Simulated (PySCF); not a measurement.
# How the method changes the constants of SrF⁺

State: ¹Σ⁺ (singlet), closed shell. Set-up: Sr def2-SVP with ECP28, F def2-SVP; scalar-relativistic core potentials (PySCF 2.14). De refers to Sr⁺ + F in their high-spin ground configurations, without counterpoise correction. A positive dipole points towards F; it is taken about the centre of mass and depends on that origin.

| Level | Re (Å) | ωe (cm⁻¹) | De (eV) | μ (D) | CPU s a point (SCF and correlation, without the integrals) |
| --- | --- | --- | --- | --- | --- |
| RHF | 2.057 | 595 | 3.57 | -8.75 | 0.038 |
| RHF-MP2 | 2.053 | 594 | 5.34 | n/a | 0.061 |
| RHF-SCS-MP2 | 2.056 | 592 | 5.20 | n/a | n/a |
| RHF-CCSD | 2.056 | 593 | 4.96 | n/a | n/a |
| RHF-CCSD(T) | 2.057 | 592 | 5.03 | n/a | 1 |
| PBE | 2.037 | 590 | 5.98 | -6.99 | 0.51 |
| r²SCAN | 2.037 | 599 | 5.79 | -7.42 | 0.7 |
| M06-L | 2.044 | 596 | 6.21 | -7.62 | 0.72 |
| r²SCANh | 2.035 | 602 | 5.64 | -7.56 | 0.71 |
| B3LYP | 2.038 | 597 | 5.57 | -7.42 | 0.58 |
| PBE0 | 2.031 | 604 | 5.55 | -7.50 | 0.86 |
| LC-ωPBE | 2.035 | 603 | 5.82 | -7.80 | 0.6 |

The bond length runs from 2.031 Å (PBE0) to 2.057 Å (RHF). De spans 3.57 eV (RHF, mean field) to 6.21 eV (M06-L, meta-GGA). Correlation at CCSD(T) changes the Hartree–Fock bond energy by +1.46 eV; the triples alone change it by +0.07 eV.

Correlated steps freeze 1 core orbital. Correlated levels converge slowly with the basis: in double zeta they bind strong bonds too weakly, by up to about 1 eV, and carry superposition errors of some tenths. For an ion De counts to the pair picked by the measured ionisation energies or electron affinities, which need not be the lowest pair at this level. Where the molecule has an RHF reference, its open-shell atoms are computed with UHF.

The whole job (state search and all levels along the bond) took about 1.4 min on 1 thread of Arm Neoverse N1 (shared host), peak memory 0.43 GiB.
